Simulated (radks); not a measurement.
The numbers below are computed, except where a source is named.
All-electron atom: Sb XXVIII in [Ar] 3d6 (the NIST ground configuration).

Level of theory: non-relativistic Kohn-Sham, BLYP, spin-polarised, spherical densities, point nucleus; open shells are filled with parallel spins first (spin-orbit coupling, left out, can overturn this in heavy ions); relativity is left out, which matters for an element this heavy (a radial shooting solver on a logarithmic mesh with Libxc functionals).

Energy parts (eV):
total: -160050.463
kinetic: 160018.757
electron-nucleus: -352932.685
Hartree: 36404.804
exchange-correlation: -3541.340

Orbitals (lengths in bohr, moments of r in powers of bohr; <r^-3> diverges for s and p1/2; r(max) is where P^2 peaks; r(90%) holds 90 % of the orbital's charge):
| orbital | occ. | eigenvalue (eV) | <r^-3> | r(90%) | r(max) | <r^2> |
|---|---|---|---|---|---|---|
| 1s up | 1 | -30261.41 | - | 0.0530 | 0.01975 | 0.001189 |
| 1s down | 1 | -30261.29 | - | 0.0530 | 0.01975 | 0.001189 |
| 2s up | 1 | -5403.732 | - | 0.197 | 0.1091 | 0.01926 |
| 2s down | 1 | -5391.676 | - | 0.196 | 0.1090 | 0.01922 |
| 2p up | 3 | -5136.420 | 4352 | 0.177 | 0.08534 | 0.01448 |
| 2p down | 3 | -5127.655 | 4365 | 0.176 | 0.08525 | 0.01443 |
| 3s up | 1 | -1789.967 | - | 0.476 | 0.3035 | 0.1217 |
| 3s down | 1 | -1777.635 | - | 0.477 | 0.3040 | 0.1223 |
| 3p up | 3 | -1683.547 | 911.7 | 0.468 | 0.2886 | 0.1145 |
| 3p down | 3 | -1670.454 | 901.5 | 0.470 | 0.2892 | 0.1153 |
| 3d up | 5 | -1496.961 | 150.7 | 0.433 | 0.2317 | 0.09173 |
| 3d down | 1 | -1480.842 | 149.7 | 0.436 | 0.2325 | 0.09265 |
| 4s up | 0 | -872.3784 | - | 0.925 | 0.6452 | 0.4823 |
| 4s down | 0 | -868.3203 | - | 0.929 | 0.6477 | 0.4865 |
| 4p up | 0 | -829.0066 | 288.3 | 0.934 | 0.6446 | 0.4861 |
| 4p down | 0 | -824.8569 | 284.5 | 0.939 | 0.6475 | 0.4909 |

The highest occupied level is 3d down at -1480.8 eV. The spin density at the nucleus is -4.74 e/bohr^3 (1s -0.73, 2s -13.48, 3s 9.46).
